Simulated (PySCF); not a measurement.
System: H3Ge, doublet: umbrella (inversion) coordinate, bond length relaxed. Scanned: angle between the Ge-H bonds and the threefold axis (90 = planar). Other coordinates (Ge-H bond length) were minimised at B3LYP/def2-TZVP.

Calculation: CCSD(T) on UHF/cc-pVTZ, 9 core orbitals frozen (PySCF).

Scanned values (°): 90, 93, 96, 99, 102, 105, 108, 111, 114, 117, 120, 123, 126, 129, 132.

Problem. At which scan points does the profile have its minima and maxima, and how high do they lie?

Solution. Lower than their neighbours: 108° (0.0 kJ/mol). Higher than their neighbours: 90° (19.9 kJ/mol, end of the scan), 132° (150.0 kJ/mol, end of the scan). The whole profile spans 150.0 kJ/mol.
